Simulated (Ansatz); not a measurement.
Sn21SbH30, a doped nanocrystal cut from the lattice of tin (Sb on a surface site). Total charge 0; doublet. Geometry PBE-D4/def2-SVP.

Cartesian coordinates in Å:
```
Sn -2.634 -0.601 -3.741
Sn -2.776 3.864 0.055
Sn -0.532 -4.669 -4.156
Sn -2.815 -3.690 -0.298
Sn -0.240 0.047 0.083
Sn 1.892 -3.956 -0.300
Sn -3.246 0.996 3.605
Sn -1.132 4.784 4.207
Sn 1.386 0.927 4.081
Sn 2.064 -0.868 -3.758
Sn 4.285 -0.036 0.195
Sn 1.824 3.969 0.603
Sn -2.781 -3.339 -3.093
Sn -2.718 1.166 0.842
Sn -0.215 0.421 -2.714
Sn -0.640 5.064 1.441
Sn 1.861 -3.605 -3.101
Sn -0.397 -2.689 0.751
Sn 2.002 1.246 1.323
Sn 4.179 -2.778 0.858
Sb -1.278 2.162 5.287
Sn 4.348 0.324 -2.609
H -2.731 -0.388 -5.463
H -3.971 0.257 -3.039
H -2.541 4.000 -1.660
H -4.280 4.641 0.446
H -0.527 -4.530 -5.889
H -0.625 -6.365 -3.783
H -4.149 -2.826 0.405
H -3.022 -5.370 0.094
H 1.858 -5.665 0.048
H -4.768 1.730 4.014
H -3.324 -0.665 4.111
H -2.618 5.585 4.621
H 0.129 5.549 5.129
H 1.256 -0.791 4.412
H 2.688 1.468 5.124
H 2.114 -0.710 -5.495
H 5.728 0.656 0.897
H 1.907 4.134 -1.127
H 3.129 4.909 1.265
H -4.224 -4.030 -3.787
H -3.988 0.263 0.052
H -0.114 2.138 -3.009
H -0.636 6.791 1.173
H 3.219 -4.455 -3.791
H -0.396 -2.807 2.490
H 4.112 -2.954 2.586
H 5.617 -3.593 0.315
H -2.436 2.605 6.558
H 4.350 2.026 -2.966
H 5.804 -0.343 -3.291
```

In the def2 sets Sb, Sn take a core potential; there is no spin–orbit coupling. Single mean-field runs in def2-SVP, def2-TZVP are fitted with def2-universal-jkfit.

Task: Estimate the α-spin orbital energies around the gap (eV) in Ansatz with PBE-D4/def2-TZVP, r2SCAN-D4/def2-TZVP, PBE0-D4/def2-SVP, PBE0-D4/def2-TZVP, BHLYP-D4/def2-TZVP.

Result: 
| orbital | PBE-D4/def2-TZVP | r2SCAN-D4/def2-TZVP | PBE0-D4/def2-SVP | PBE0-D4/def2-TZVP | BHLYP-D4/def2-TZVP |
| --- | --- | --- | --- | --- | --- |
| HOMO−13 | -6.69 | -6.94 | -7.57 | -7.59 | -8.37 |
| HOMO−12 | -6.58 | -6.83 | -7.49 | -7.51 | -8.34 |
| HOMO−11 | -6.47 | -6.71 | -7.34 | -7.37 | -8.16 |
| HOMO−10 | -6.41 | -6.65 | -7.26 | -7.28 | -8.02 |
| HOMO−9 | -6.39 | -6.63 | -7.24 | -7.26 | -7.98 |
| HOMO−8 | -6.34 | -6.56 | -7.18 | -7.21 | -7.95 |
| HOMO−7 | -6.26 | -6.49 | -7.09 | -7.11 | -7.83 |
| HOMO−6 | -6.18 | -6.39 | -6.98 | -7.01 | -7.70 |
| HOMO−5 | -6.07 | -6.28 | -6.86 | -6.88 | -7.56 |
| HOMO−4 | -6.04 | -6.25 | -6.82 | -6.85 | -7.52 |
| HOMO−3 | -5.93 | -6.15 | -6.71 | -6.73 | -7.41 |
| HOMO−2 | -5.86 | -6.06 | -6.62 | -6.65 | -7.34 |
| HOMO−1 | -5.84 | -6.04 | -6.60 | -6.62 | -7.30 |
| HOMO | -4.49 | -4.71 | -5.11 | -5.16 | -5.75 |
| LUMO | -2.89 | -2.73 | -2.11 | -2.18 | -1.42 |
| LUMO+1 | -2.77 | -2.62 | -2.00 | -2.08 | -1.32 |
| LUMO+2 | -2.64 | -2.47 | -1.84 | -1.92 | -1.15 |
| LUMO+3 | -2.60 | -2.45 | -1.80 | -1.90 | -1.13 |
| LUMO+4 | -2.53 | -2.38 | -1.74 | -1.84 | -1.06 |
| LUMO+5 | -2.46 | -2.31 | -1.67 | -1.76 | -0.99 |
| β HOMO | -5.83 | -6.03 | -6.58 | -6.61 | -7.28 |
| β LUMO | -4.05 | -3.86 | -3.34 | -3.39 | -2.65 |
